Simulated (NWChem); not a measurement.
System: C2H7NTe; SMILES CC[Te]N

Input file for NWChem:

```
start job
memory heap 200 mb stack 900 mb global 1100 mb
geometry units angstroms
  Te    -0.128569     0.080446     0.459766
  C      1.490304    -0.442243    -0.907943
  C      1.456064     0.350148    -2.196519
  H      1.433018    -1.509638    -1.109461
  H      2.406444    -0.248739    -0.358396
  H      1.529120     1.417483    -1.997711
  H      0.530901     0.165649    -2.740537
  H      2.286228     0.064101    -2.842312
  N     -1.701270    -0.535406    -0.695519
  H     -1.626429    -1.516690    -0.932824
  H     -1.750789    -0.018549    -1.564486
end
basis spherical
  * library def2-svp
end
ecp
  Te library def2-ecp
end
dft
  xc xpbe96 cpbe96
  disp vdw 4
  iterations 150
end
driver
  maxiter 120
end
task dft optimize
```

Excerpt of the output:

```
             Northwest Computational Chemistry Package (NWChem) 7.3.0
             --------------------------------------------------------

 C1  symmetry detected

                             Geometry "geometry" -> ""
                             -------------------------

 Output coordinates in angstroms (scale by  1.889725989 to convert to a.u.)

  No.       Tag          Charge          X              Y              Z
 ---- ---------------- ---------- -------------- -------------- --------------
    1 Te                  52.0000     0.29493865    -0.56189543     0.05256993
    2 C                    6.0000     0.42825113     1.52663993    -0.56777620
    3 C                    6.0000    -0.27368178     2.47254161     0.38198386
    4 H                    1.0000     0.01545533     1.60978391    -1.57072684
    5 H                    1.0000     1.49043532     1.74570536    -0.61810808
    6 H                    1.0000     0.14857251     2.40204936     1.38238276
    7 H                    1.0000    -1.33663767     2.24352999     0.44198798
    8 H                    1.0000    -0.17249324     3.50216068     0.03892524
    9 N                    7.0000    -1.73228002    -0.78892015    -0.10926276
   10 H                    1.0000    -2.05516921    -0.58797938    -1.04745171
   11 H                    1.0000    -2.22842862    -0.16933556     0.51894775

 Effective nuclear repulsion energy (a.u.)     355.8974099792

                                Z-matrix (autoz)
                                --------

 Units are Angstrom for bonds and degrees for angles

      Type          Name      I     J     K     L     M      Value
      ----------- --------  ----- ----- ----- ----- ----- ----------
    1 Stretch                  1     2                       2.18279
    2 Stretch                  1     9                       2.04630
    3 Stretch                  2     3                       1.51310
    4 Stretch                  2     4                       1.08776
    5 Stretch                  2     5                       1.08571
    6 Stretch                  3     6                       1.08815
    7 Stretch                  3     7                       1.08900
    8 Stretch                  3     8                       1.08997
    9 Stretch                  9    10                       1.01234
   10 Stretch                  9    11                       1.01227
   11 Bend                     1     2     3               113.04315
   12 Bend                     1     2     4               108.17970
   13 Bend                     1     2     5               105.42552
   14 Bend                     1     9    10               111.54613
   15 Bend                     1     9    11               111.62788
   16 Bend                     2     1     9                98.28991
   17 Bend                     2     3     6               110.88896
   18 Bend                     2     3     7               110.85044
   19 Bend                     2     3     8               110.48108
   20 Bend                     3     2     4               110.78856
   21 Bend                     3     2     5               110.90472
   22 Bend                     4     2     5               108.24632
   23 Bend                     6     3     7               108.32990
   24 Bend                     6     3     8               108.33239
   25 Bend                     7     3     8               107.85495
   26 Bend                    10     9    11               107.29648
   27 Torsion                  1     2     3     6          59.28429
   28 Torsion                  1     2     3     7         -61.08409
   29 Torsion                  1     2     3     8         179.41139
   30 Torsion                  2     1     9    10          58.07094
   31 Torsion                  2     1     9    11         -61.95636
   32 Torsion                  3     2     1     9          64.15128
   33 Torsion                  4     2     1     9         -58.91745
   34 Torsion                  4     2     3     6        -179.10501
   35 Torsion                  4     2     3     7          60.52661
   36 Torsion                  4     2     3     8         -58.97791
   37 Torsion                  5     2     1     9        -174.54247
   38 Torsion                  5     2     3     6         -58.87255
   39 Torsion                  5     2     3     7        -179.24093
   40 Torsion                  5     2     3     8          61.25455

                           NWChem Geometry Optimization
                           ----------------------------

 maximum gradient threshold         (gmax) =   0.000450
 rms gradient threshold             (grms) =   0.000300
 maximum cartesian step threshold   (xmax) =   0.001800
 rms cartesian step threshold       (xrms) =   0.001200
 fixed trust radius                (trust) =   0.300000
 source of zmatrix                         =   autoz

          -------------------
          Energy Minimization
          -------------------

 Using diagonal initial Hessian
 Scaling for Hessian diagonals: bonds = 1.00  angles = 0.25  torsions = 0.10

          --------
          Step   0

                                 NWChem DFT Module
                                 -----------------

 Summary of "ao basis" -> "ao basis" (spherical)
 ------------------------------------------------------------------------------
       Tag                 Description            Shells   Functions and Types
 ---------------- ------------------------------  ------  ---------------------
 Te                         def2-svp                10       26   4s4p2d
 C                          def2-svp                 6       14   3s2p1d
 H                          def2-svp                 3        5   2s1p
 N                          def2-svp                 6       14   3s2p1d

            General Information
            -------------------
          SCF calculation type: DFT
          Wavefunction type:  closed shell.
          No. of atoms     :    11
          No. of electrons :    50
           Alpha electrons :    25
            Beta electrons :    25
          Charge           :     0
          Spin multiplicity:     1
          Use of symmetry is: off; symmetry adaption is: off
          Maximum number of iterations: 150
          AO basis - number of functions:   103
                     number of shells:    49
          Convergence on energy requested:  1.00D-06
          Convergence on density requested:  1.00D-05
          Convergence on gradient requested:  5.00D-04

              XC Information
              --------------
          PerdewBurkeErnzerhof Exchange Functional  1.000
            Perdew 1991 LDA Correlation Functional  1.000 local
           PerdewBurkeErnz. Correlation Functional  1.000 non-local

[...]

      ----------------------
      Optimization converged
      ----------------------

  Step       Energy      Delta E   Gmax     Grms     Xrms     Xmax
  ---- ---------------- -------- -------- -------- -------- --------
@   14    -402.89257901 -1.9D-07  0.00008  0.00002  0.00070  0.00177
                                     ok       ok       ok       ok

                                Z-matrix (autoz)
                                --------

 Units are Angstrom for bonds and degrees for angles

      Type          Name      I     J     K     L     M      Value     Gradient
      ----------- --------  ----- ----- ----- ----- ----- ---------- ----------
    1 Stretch                  1     2                       2.20954    0.00008
    2 Stretch                  1     9                       2.07530   -0.00004
    3 Stretch                  2     3                       1.52050    0.00002
    4 Stretch                  2     4                       1.10794    0.00001
    5 Stretch                  2     5                       1.11006    0.00001
    6 Stretch                  3     6                       1.10876    0.00001
    7 Stretch                  3     7                       1.11062    0.00001
    8 Stretch                  3     8                       1.11124   -0.00000
    9 Stretch                  9    10                       1.02906   -0.00001
   10 Stretch                  9    11                       1.02911    0.00001
   11 Bend                     1     2     3               112.68368   -0.00000
   12 Bend                     1     2     4               107.13534   -0.00001
   13 Bend                     1     2     5               104.06144    0.00001
   14 Bend                     1     9    10               109.81210    0.00001
   15 Bend                     1     9    11               109.58082    0.00001
   16 Bend                     2     1     9               100.25518    0.00001
   17 Bend                     2     3     6               111.69221   -0.00001
   18 Bend                     2     3     7               110.95005   -0.00000
   19 Bend                     2     3     8               111.22423    0.00000
   20 Bend                     3     2     4               112.23777    0.00000
   21 Bend                     3     2     5               112.45050   -0.00000
   22 Bend                     4     2     5               107.76493    0.00000
   23 Bend                     6     3     7               107.47856   -0.00000
   24 Bend                     6     3     8               108.14864    0.00001
   25 Bend                     7     3     8               107.14709   -0.00000
   26 Bend                    10     9    11               107.73487   -0.00000
   27 Torsion                  1     2     3     6          63.04727   -0.00000
   28 Torsion                  1     2     3     7         -56.84831    0.00001
   29 Torsion                  1     2     3     8        -176.01530    0.00001
   30 Torsion                  2     1     9    10          57.89849    0.00001
   31 Torsion                  2     1     9    11         -60.25259   -0.00001
   32 Torsion                  3     2     1     9          48.09460    0.00000
   33 Torsion                  4     2     1     9         -75.82991    0.00000
   34 Torsion                  4     2     3     6        -175.89615   -0.00001
   35 Torsion                  4     2     3     7          64.20827    0.00000
   36 Torsion                  4     2     3     8         -54.95872    0.00000
   37 Torsion                  5     2     1     9         170.19304    0.00000
   38 Torsion                  5     2     3     6         -54.18726   -0.00001
   39 Torsion                  5     2     3     7        -174.08285    0.00000
   40 Torsion                  5     2     3     8          66.75017    0.00000

                         Geometry "geometry" -> "geometry"
                         ---------------------------------

 Output coordinates in angstroms (scale by  1.889725989 to convert to a.u.)

  No.       Tag          Charge          X              Y              Z
 ---- ---------------- ---------- -------------- -------------- --------------
    1 Te                  52.0000     0.30162672    -0.60445881    -0.15902557
    2 C                    6.0000     0.50559582     1.55157208    -0.59720296
    3 C                    6.0000    -0.32720999     2.42017745     0.33224692
    4 H                    1.0000     0.23347925     1.69554626    -1.66151608
    5 H                    1.0000     1.59395963     1.74543639    -0.49666737
    6 H                    1.0000     0.00114700     2.32388335     1.38688104
    7 H                    1.0000    -1.39931820     2.13347880     0.28917601
    8 H                    1.0000    -0.26296567     3.49204723     0.04621771
    9 N                    7.0000    -1.76398873    -0.76274449    -0.03630860
   10 H                    1.0000    -2.19101326    -0.44622190    -0.91745783
   11 H                    1.0000    -2.11235017    -0.15443605     0.71712868

 Effective nuclear repulsion energy (a.u.)     352.2147331303

                Final and change from initial internal coordinates
                --------------------------------------------------

                                Z-matrix (autoz)
                                --------

 Units are Angstrom for bonds and degrees for angles

      Type          Name      I     J     K     L     M      Value       Change
      ----------- --------  ----- ----- ----- ----- ----- ---------- ----------
    1 Stretch                  1     2                       2.20954    0.02675
    2 Stretch                  1     9                       2.07530    0.02900
    3 Stretch                  2     3                       1.52050    0.00740
    4 Stretch                  2     4                       1.10794    0.02018
    5 Stretch                  2     5                       1.11006    0.02435
    6 Stretch                  3     6                       1.10876    0.02061
    7 Stretch                  3     7                       1.11062    0.02162
    8 Stretch                  3     8                       1.11124    0.02126
    9 Stretch                  9    10                       1.02906    0.01672
   10 Stretch                  9    11                       1.02911    0.01683
   11 Bend                     1     2     3               112.68368   -0.35946
   12 Bend                     1     2     4               107.13534   -1.04436
   13 Bend                     1     2     5               104.06144   -1.36408
   14 Bend                     1     9    10               109.81210   -1.73402
   15 Bend                     1     9    11               109.58082   -2.04705
   16 Bend                     2     1     9               100.25518    1.96527
   17 Bend                     2     3     6               111.69221    0.80325
   18 Bend                     2     3     7               110.95005    0.09961
   19 Bend                     2     3     8               111.22423    0.74315
   20 Bend                     3     2     4               112.23777    1.44921
   21 Bend                     3     2     5               112.45050    1.54578
   22 Bend                     4     2     5               107.76493   -0.48139
   23 Bend                     6     3     7               107.47856   -0.85133
   24 Bend                     6     3     8               108.14864   -0.18375
   25 Bend                     7     3     8               107.14709   -0.70786
   26 Bend                    10     9    11               107.73487    0.43838
   27 Torsion                  1     2     3     6          63.04727    3.76298
   28 Torsion                  1     2     3     7         -56.84831    4.23577
   29 Torsion                  1     2     3     8        -176.01530    4.57331
   30 Torsion                  2     1     9    10          57.89849   -0.17245
   31 Torsion                  2     1     9    11         -60.25259    1.70377
   32 Torsion                  3     2     1     9          48.09460  -16.05668
   33 Torsion                  4     2     1     9         -75.82991  -16.91247
   34 Torsion                  4     2     3     6        -175.89615    3.20886
   35 Torsion                  4     2     3     7          64.20827    3.68166
   36 Torsion                  4     2     3     8         -54.95872    4.01919
   37 Torsion                  5     2     1     9         170.19304  -15.26449
   38 Torsion                  5     2     3     6         -54.18726    4.68528
   39 Torsion                  5     2     3     7        -174.08285    5.15808
   40 Torsion                  5     2     3     8          66.75017    5.49561

[...]
```

Level: PBE-D3(BJ)/def2-SVP with def2 effective core potentials on Te. Not confirmed as a minimum by frequencies. def2 effective core potentials on Te; no spin-orbit coupling.
